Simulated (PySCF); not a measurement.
Electrostatic solvation of a mixed set.

All values: CAM-B3LYP/def2-SVPD (PySCF, non-relativistic), each on one gas-phase PBE0-D3(BJ)/def2-SVP geometry that isn't relaxed in the solvent. The solvent is an IEF-PCM continuum (cavity from Bondi-type radii × 1.2). The model holds no explicit solvent molecules, cavitation or dispersion.

Task: Order them by E(solvent) − E(gas) in acetonitrile (ε = 35.69), most negative first (kcal/mol).
A. `[SiH3:1][O:2][Si:3]1([Cl:4])[CH2:5][CH2:6][CH2:7][CH2:8]1` with Si1–O2–Si3–Cl4 4°, O2–Si3–C5–C6 110°, Si3–C5–C6–C7 35°, C5–C6–C7–C8 -50°, C6–C7–C8–Si3 38°
B. `[CH3:1][Si@:2]1([CH2:3][Cl:4])[CH2:5][CH2:6][SiH2:7][O:8]1` with C1–Si2–C3–Cl4 -67°, C1–Si2–C5–C6 -93°, Si2–C5–C6–Si7 -33°, C5–C6–Si7–O8 28°, C6–Si7–O8–Si2 -10°
C. `[SiH3:1][O:2][Si@@H:3]([Cl:4])[CH2:5][CH:6]1[CH2:7][CH2:8]1` with Si1–O2–Si3–Cl4 -15°, O2–Si3–C5–C6 -179°, Si3–C5–C6–C7 -155°

Result: B (-4.1), C (-2.5), A (-2.2).

| SMILES | charge | ΔE (kcal/mol) | polarisation term (kcal/mol) | HOMO shift (eV) | dipole gas (D) | dipole solvent (D) | atoms | lowest singlet, gas (eV) | lowest singlet, solvent (eV) |
| --- | --- | --- | --- | --- | --- | --- | --- | --- | --- |
| C[Si@]1(CCl)CC[SiH2]O1 | 0 | -4.1 | -4.6 | +0.07 | 1.15 | 1.52 | 19 | 6.70 | 6.70 |
| [SiH3]O[Si@@H](Cl)CC1CC1 | 0 | -2.5 | -2.8 | +0.19 | 1.57 | 2.08 | 19 | 7.34 | 7.30 |
| [SiH3]O[Si]1(Cl)CCCC1 | 0 | -2.2 | -2.4 | +0.15 | 1.73 | 2.26 | 19 | 7.25 | 7.19 |

The polarisation term is half the interaction of the solute with the induced surface charges. Singlets are vertical TDDFT energies (frozen core, non-equilibrium response), the lowest in each medium.
